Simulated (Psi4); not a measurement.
H$_{3}$Ga, triplet, at the geometry of the source list (a higher spin typed on purpose: for a closed-shell molecule this is an excited state). Base run: HF/def2-TZVP (Psi4).

Here is a job for Psi4.
```
memory 2 GB

molecule {
0 3
Ga    0.00000000    0.00000000   -0.00000000
H     0.67000000   -0.43680000    1.34750000
H    -0.31380000    1.51220000   -0.26500000
H    -0.35630000   -1.07550000   -1.08250000
}

set {
  basis def2-tzvp
  reference uhf
  stability_analysis check
  scf_type pk
}

energy('scf')
print_variables()
```

The bond that is stretched is that between atoms 3 and 1. A test that says stable can miss a lower solution.

The base run was repeated with changes; each row names its change, and settings that it needs were set with it.

```csv
change,ΔE vs base (eV),<S^2>
base,0.00,2.007
stability_analysis = follow; reference = uhf,0.00,2.007
bond × 1.25,-0.43,2.012
stability_analysis = follow; reference = uhf; bond × 1.25,-0.43,2.012
bond × 1.5,-0.40,2.025
stability_analysis = follow; reference = uhf; bond × 1.5,-0.97,2.006
bond × 1.8,-0.32,2.036
stability_analysis = follow; reference = uhf; bond × 1.8,-1.70,2.006
bond × 2.2,-2.05,2.005
stability_analysis = follow; reference = uhf; bond × 2.2,-2.05,2.005
bond × 3.0,-2.16,2.005
stability_analysis = follow; reference = uhf; bond × 3.0,-2.16,2.005
```

Psi4 reported an instability in these rows: bond × 1.5; stability_analysis = follow; reference = uhf; bond × 1.5; bond × 1.8; stability_analysis = follow; reference = uhf; bond × 1.8 (restricted rows aren't judged here).

On stretching, the SCF can end on different states; <S^2> shows the spin contamination of each.
